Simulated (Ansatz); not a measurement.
A basis-limit estimate, worked out

An elementary step of SiH2Cl2O, singlet (SiHClO ([OH][Si][Cl]) + HCl → SiH₂Cl₂O ([OH2][Si]([Cl])[Cl]); Si–O, H–Cl broken or loosened, Si–Cl, O–H formed or tightened). “Start” and “end” are the PBE0-D4/def2-TZVP structures reached by relaxing down either side of its saddle point, with the molecules still in contact.

Ansatz 0.2.0; basis: def2-TZVPP and def2-QZVPP; cores frozen in the correlated methods.

Energies in eV:

| quantity | end | start |
| --- | --- | --- |
| Hartree–Fock, triple zeta (X = 3) | -34942.37382 | -34942.31555 |
| Hartree–Fock, quadruple zeta (X = 4) | -34943.40753 | -34943.35308 |
| MP2 correlation, X = 3 | -20.21647 | -20.04446 |
| MP2 correlation, X = 4 | -22.12746 | -21.90200 |
| CCSD(T) correlation, X = 3 | -22.25679 | -22.15202 |

(1) Work out the step energy at the basis limit: extrapolate Hartree–Fock as E(X) = E∞ + A exp(−7.88 √X) and the MP2 correlation as E(X) = E∞ + B X^−2.97 (the exponents that Neese and Valeev fitted for def2-TZVPP and QZVPP), then add CCSD(T) − MP2 in triple zeta.

T1 diagnostic: at most 0.013.

## Answers

(1) Each step is linear, so take the differences first (end − start): Hartree–Fock -0.05827 (X = 3) and -0.05445 (X = 4); MP2 correlation -0.17201 and -0.22546; CCSD(T) correlation -0.10477.
Two points give E∞ = E(4) + w [E(4) − E(3)], with w = 1/(exp(7.88 (2 − √3)) − 1) = 0.1377 for Hartree–Fock and w = 1/((4/3)^2.97 − 1) = 0.7407 for the correlation.
Hartree–Fock: -0.05445 + 0.1377 × 0.00382 = -0.0539 eV.
MP2 correlation: -0.22546 + 0.7407 × (-0.05345) = -0.2651 eV.
CCSD(T) − MP2: -0.10477 − (-0.17201) = 0.0672 eV.
Sum: -0.0539 + (-0.2651) + 0.0672 = -0.2518 eV, or -5.81 kcal/mol. Plain CCSD(T) in triple zeta gives -0.1630 eV, so the larger basis shifts the result by -0.0888 eV.

Labels in which every atom is bracketed show which atoms are joined, not bond orders.

For scale, one of the runs: CCSD(T)/def2-TZVPP, 185 basis functions, launched by `ansatz run in.yaml --threads 2 --pin off --events-out ev --progress --plain --max-ram 4352MiB`. Time: 48 s of wall clock on 2 CPU threads of an Arm Neoverse V2; the host was shared. Peak host memory: 1.7 GiB.
